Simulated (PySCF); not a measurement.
PySCF 2.14 output of an unrestricted r2SCAN calculation on a single atom or ion in aug-cc-pCVTZ-DK with one added diffuse shell each of s, p, d, f type (8s7p5d3f, 75 functions), with scalar relativity by spin-free X2C-1e:

```
SCF conv_tol = 1e-09
number electrons alpha = 5  beta = 1
    J. W. Furness, A. D. Kaplan, J. Ning, J. P. Perdew, and J. Sun.,  J. Phys. Chem. Lett. 11, 8208-8215 (2020)
    J. W. Furness, A. D. Kaplan, J. Ning, J. P. Perdew, and J. Sun.,  J. Phys. Chem. Lett. 11, 9248-9248 (2020)
    J. W. Furness, A. D. Kaplan, J. Ning, J. P. Perdew, and J. Sun.,  J. Phys. Chem. Lett. 11, 8208-8215 (2020)
    J. W. Furness, A. D. Kaplan, J. Ning, J. P. Perdew, and J. Sun.,  J. Phys. Chem. Lett. 11, 9248-9248 (2020)
cycle= 1 E= -37.3157247469851  delta_E= -0.00204  |g|= 0.00731  |ddm|= 0.194
cycle= 2 E= -37.3156718288315  delta_E= 5.29e-05  |g|= 0.00279  |ddm|= 0.133
cycle= 3 E= -37.3156376545664  delta_E= 3.42e-05  |g|= 0.000927  |ddm|= 0.0534
cycle= 4 E= -37.3156456600588  delta_E= -8.01e-06  |g|= 0.000583  |ddm|= 0.0504
cycle= 5 E= -37.3156715019513  delta_E= -2.58e-05  |g|= 0.000303  |ddm|= 0.144
cycle= 6 E= -37.3156794156113  delta_E= -7.91e-06  |g|= 0.000101  |ddm|= 0.128
cycle= 7 E= -37.3156795148977  delta_E= -9.93e-08  |g|= 4.82e-05  |ddm|= 0.011
cycle= 8 E= -37.315679543188  delta_E= -2.83e-08  |g|= 9.69e-06  |ddm|= 0.00665
cycle= 9 E= -37.3156795434382  delta_E= -2.5e-10  |g|= 3e-07  |ddm|= 0.00154
converged SCF energy = -37.3156795434382  <S^2> = 6.0000159  2S+1 = 5.0000064
```

The run itself started from symmetry-adapted Hartree-Fock orbitals and held the occupation by maximum overlap, on a logarithmic radial grid, so the iterations belong to that start.

Question: Which element, charge and spin multiplicity is this?

Answer: C (carbon, neutral), multiplicity 5; the state was [He] 2s1 2p2 3d1, one real determinant (an excited configuration).

⟨L²⟩ = 7.89 against 12 for a pure F term, so this real determinant mixes terms. The outer electron is Rydberg-like, and this basis confines it to a smaller radius and binds it less than a complete one would.
